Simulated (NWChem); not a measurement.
Molecule: GeHClF$_{2}$; SMILES [Cl][GeH]([F])[F]

Task: Give the equilibrium geometry at PBE0/def2-SVP (NWChem) as an XYZ file, with the point group.

Result: point group Cs; any orientation.
```
5

Ge     0.2739     0.3713     0.0000
F     -0.5066     1.0640    -1.3657
F     -0.5066     1.0640     1.3657
Cl    -0.1273    -1.7110     0.0000
H      1.7551     0.7181     0.0000
```
